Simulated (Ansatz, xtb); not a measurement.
Species: CAgO, charge 1, multiplicity 1. SMILES: [C+](=O)[Ag]
Geometry from a B3LYP-D3(BJ)/def2-TZVP (Ansatz, a program for electronic structure) optimisation:
```xyz
3

Ag     0.0000     0.0000    -0.6399
C      0.0000     0.0000     1.5119
O      0.0000     0.0000     2.6254
```
Charge +1, spin multiplicity 1.

Harmonic wavenumbers from GFN2-xTB (xtb, at its own minimum), cm⁻¹: 174, 174, 205, 2312.

**Question.** Give the harmonic wavenumbers at B3LYP-D3(BJ)/def2-TZVP (Ansatz, finite differences of forces, unscaled).

**Answer.** 229, 229, 256, 2315 cm⁻¹. Zero-point energy 4.3 kcal/mol.

**Question.** From these and the geometry, give the ideal-gas thermochemistry at 298.15 K and 1 atm (rigid rotor, harmonic oscillator).

**Answer.** Point group C∞v, rotational symmetry number 1. Rotational constants 2.787, 2.787 GHz. S(trans) 40.63, S(rot) 17.31, S(vib) 5.47, S(elec, spin only) 0.00, S 63.4 cal/(mol K). H(298) - H(0) 3.02 kcal/mol; G - E(el) -11.6 kcal/mol.
